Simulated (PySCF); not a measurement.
# Spin–spin coupling constants

Bonds (- single, = double, # triple, : aromatic): B1-C2, C2-C3, C3-C4, C4-C5, C5-C6, C6-B1. B1 carries H7; C2 carries H8, H9; C3 carries H10, H11; C4 carries H12, H13; C5 carries H14, H15; C6 carries H16, H17.

Couplings: B3LYP/pcJ-1 (spin–dipole term only in couplings to heteroatoms) in PySCF 2.14.0 with density-fitted response routines, geometry PBE0-D3(BJ)/def2-SVP; gas phase, one conformer, non-relativistic. Couplings are averaged over pairs made equivalent by symmetry, fast rotation or ring inversion, so a value needn't be that of the named pair in this geometry, while other rotamers aren't included; one pair stands for each set, and the list holds a selection of those of at least 0.8 Hz over up to four bonds.

Isotopes: ¹³C, ¹H, ¹¹B.

```csv
pair,bonds,J (Hz)
"B1, C2",1,47.6
"B1, H7",1,?
"C2, C3",1,35.1
"C2, H8",1,118.7
"C3, C4",1,35.7
"C3, H10",1,131.2
"C4, H12",1,130.2
"B1, H8",2,-5.4
"C2, H10",2,-3.0
"C3, C5",2,-1.5
"C3, H8",2,-2.6
"C3, H12",2,-3.0
"C4, H10",2,-3.2
"H8, H9",2,?
"H10, H11",2,-15.1
"H12, H13",2,?
"B1, C4",3,5.3
"B1, H10",3,?
"C2, C5",3,2.8
"C2, H16",3,?
"C3, H7",3,?
"H8, H10",3,7.0
"H8, H11",3,8.0
"H10, H12",3,?
"H8, H13",4,1.0
"H8, H17",4,?
```

Task: Estimate the withheld couplings, with signs.

Result: 
- ¹J(B1,H7) = 130.7 Hz (bond length 1.215 Å)
- ²J(H8,H9) = -21.7 Hz
- ²J(H12,H13) = -15.1 Hz (angle at C4 106°)
- ³J(B1,H10) = 4.1 Hz (mean over equivalent pairs that range from 0.7 to 7.5 Hz in this conformer)
- ³J(C2,H16) = 1.4 Hz (mean over equivalent pairs that range from -0.2 to 3.1 Hz in this conformer)
- ³J(C3,H7) = 5.9 Hz (dihedral angle 168°)
- ³J(H10,H12) = 9.3 Hz (mean over equivalent pairs that range from 3.9 to 14.7 Hz in this conformer)
- ⁴J(H8,H17) = 5.5 Hz (mean over equivalent pairs that range from 3.4 to 7.7 Hz in this conformer)
